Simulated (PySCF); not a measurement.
H$_{3}$BF$_{2}$O$_{2}$Si (SMILES OB(O)[SiH](F)F), singlet, geometry from GFN2-xTB, atoms displaced at random by about 0.03 Å a coordinate; TPSS/STO-3G, gradient (PySCF).

Input for PySCF:
```python
from pyscf import gto, scf, dft

mol = gto.M(
    atom='''
Si   -0.82497558   -0.28489466   -0.24621683
F    -1.19005114   -1.16246299    0.97762032
F    -1.67490373    1.09749206    0.09891366
B     1.09292995    0.12834817   -0.23282354
O     1.88519647    0.06721982    0.87995525
O     1.74795002    0.42318708   -1.33953909
H    -1.54540815   -0.92086736   -1.41231980
H     1.43685981   -0.18848341    1.72576025
H     2.69356538    0.61144402   -1.29979374
''',
    basis='sto-3g',
    verbose=3,
)

mf = dft.RKS(mol)
mf.xc = 'tpss'
mf.kernel()
g = mf.nuc_grad_method()
g.grid_response = True
grad = g.kernel()
```

Task: Write the output that PySCF gives for this input, abridged.

Result: 
```
converged SCF energy = -657.800252818062
--------------- RKS gradients ---------------
         x                y                z
0 Si     0.0109045781    -0.0452397889     0.0726499993
1 F     0.0167387317     0.0569733851    -0.0734057618
2 F     0.0015622057    -0.0071093621     0.0036316134
3 B     0.0085001500     0.0173038832    -0.0301627578
4 O    -0.0353361417    -0.0102455197     0.0046163901
5 O     0.0519261914    -0.0028570338     0.0712171444
6 H    -0.0154305646    -0.0073846674    -0.0074383634
7 H     0.0230367516     0.0088526719    -0.0242874457
8 H    -0.0619019023    -0.0102935683    -0.0168208185
----------------------------------------------
```
